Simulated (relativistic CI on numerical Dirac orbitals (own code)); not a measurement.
# Radial parameters of Ru12+

Calculated at this level of theory: Dirac-Coulomb-Breit CI, KLI orbitals optimised for each configuration, QED by a radiative potential, unscaled Slater integrals (own radial code, finite nucleus).

Slater integrals F^k, G^k are unscaled and averaged over j, outside the closed core [Ar] 3d10; ζ comes from projecting the Hamiltonian with its Breit term on Σ l·s of the shell.

- 4s2 4p2: F^2(4p,4p) = 108140, ζ(4p) = 25203 cm⁻¹; <r>(4p) = 0.9667, <r^2>(4p) = 1.053 (bohr units).
- 4s 4p3: F^2(4p,4p) = 108160, G^1(4s,4p) = 142880, ζ(4p) = 25135 cm⁻¹; <r>(4s) = 0.9187, <r^2>(4s) = 0.9466, <r>(4p) = 0.9664, <r^2>(4p) = 1.053 (bohr units).
- 4p4: F^2(4p,4p) = 108030, ζ(4p) = 25075 cm⁻¹; <r>(4p) = 0.9675, <r^2>(4p) = 1.055 (bohr units).

Averages of the first 10 configurations, taken without configuration mixing, which lowers the lowest level and can move excited configurations by several eV; other configurations of the list can lie among them:

```json
{"Configuration": "4s2 4p2", "Parity": "even", "States": "15", "Average energy above the lowest level (eV)": "8.6"}
{"Configuration": "4s 4p3", "Parity": "odd", "States": "40", "Average energy above the lowest level (eV)": "44.3"}
{"Configuration": "4p4", "Parity": "even", "States": "15", "Average energy above the lowest level (eV)": "84.8"}
{"Configuration": "4s2 4p 4d", "Parity": "odd", "States": "60", "Average energy above the lowest level (eV)": "64.7"}
{"Configuration": "4s 4p2 4d", "Parity": "even", "States": "300", "Average energy above the lowest level (eV)": "98.4"}
{"Configuration": "4s2 4p 4f", "Parity": "even", "States": "84", "Average energy above the lowest level (eV)": "119.2"}
{"Configuration": "4s 4p2 4f", "Parity": "odd", "States": "420", "Average energy above the lowest level (eV)": "153.0"}
{"Configuration": "4p3 4d", "Parity": "odd", "States": "200", "Average energy above the lowest level (eV)": "136.9"}
{"Configuration": "4s 4p 4d2", "Parity": "odd", "States": "540", "Average energy above the lowest level (eV)": "153.9"}
{"Configuration": "4s2 4p 5s", "Parity": "odd", "States": "12", "Average energy above the lowest level (eV)": "118.2"}
```
